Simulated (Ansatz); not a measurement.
`[OH][Ti]([OH])([F])[F]` and `[OH][Ti]([OH])([F])[Cl]` differ in one atom or group.

Ansatz, PBE0-D4/def2-TZVP geometries, multiplicity 1. Each molecule was computed in one conformer, which needn't be the lowest.

Scalar relativity is left out up to krypton.

```tsv
property	`[OH][Ti]([OH])([F])[F]`
size of the dipole moment (PBE/def2-TZVPP) / D	0.61
LUMO energy (PBE0/def2-TZVPP) / eV	-2.13
size of the dipole moment (B3LYP/def2-TZVPP) / D	0.65
HOMO energy (PBE/def2-TZVPP) / eV	-8.18
HOMO–LUMO gap (ωB97M-V/def2-TZVPP) / eV	12.59
zero-point energy (PBE0-D4/def2-TZVP) / kJ/mol	78.6
```

(1) Give the same properties after the change, and the shifts. (Best estimate.)

Results:

(1) Ansatz gave: 
| property | `[OH][Ti]([OH])([F])[Cl]` | shift |
| --- | --- | --- |
| size of the dipole moment (PBE/def2-TZVPP) / D | 3.16 | 2.55 |
| LUMO energy (PBE0/def2-TZVPP) / eV | -2.37 | -0.24 |
| size of the dipole moment (B3LYP/def2-TZVPP) / D | 3.19 | 2.54 |
| HOMO energy (PBE/def2-TZVPP) / eV | -7.61 | 0.57 |
| HOMO–LUMO gap (ωB97M-V/def2-TZVPP) / eV | 11.23 | -1.36 |
| zero-point energy (PBE0-D4/def2-TZVP) / kJ/mol | 76.3 | -2.3 |

With PBE0 the HOMO rises by 0.86 eV and the LUMO falls by 0.24 eV, so the gap narrows by about 1.10 eV. PBE moves the HOMO by 0.57 eV and ωB97M-V by 1.06 eV. Dipoles are sizes alone; their direction can turn.

B3LYP here is the variant with VWN-RPA as its local correlation; programs differ in this.
